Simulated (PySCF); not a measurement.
How methods differ on the excitation energy of Al

Al [Ne] 3s2 3p1 (2P) → Al [Ne] 3s2 3d1 (2D), as a difference of total energies. All numbers are calculated (PySCF 2.14, no relativity, point nucleus, in aug-cc-pwCVTZ (8s7p5d3f, 75 functions)). Correlated levels: valence and next inner shell: 1s2 frozen. The calculations carry no spin-orbit coupling.

```csv
method,excitation energy (eV)
UHF,4.406
MP2 (valence and next inner shell),4.392
SCS-MP2 (valence and next inner shell),4.401
CCSD (valence and next inner shell),4.279
CCSD(T) (valence and next inner shell),4.158
```

Question: How much does correlation contribute at CCSD(T) (valence and next inner shell)?

Answer: 4.158 − (4.406) = -0.248 eV, measured against UHF.

Errors of the correlated levels include the incompleteness of this basis and the frozen core.

The promoted electron is Rydberg-like, and one or two diffuse shells describe it only roughly, which tends to raise the upper state.

The coupled-cluster amplitudes are large for the upper state (T1 above 0.03 or a double amplitude above 0.15), so a single reference is strained.

For comparison: 4.012 eV (measured; NIST levels, between the centres of gravity of the two terms).
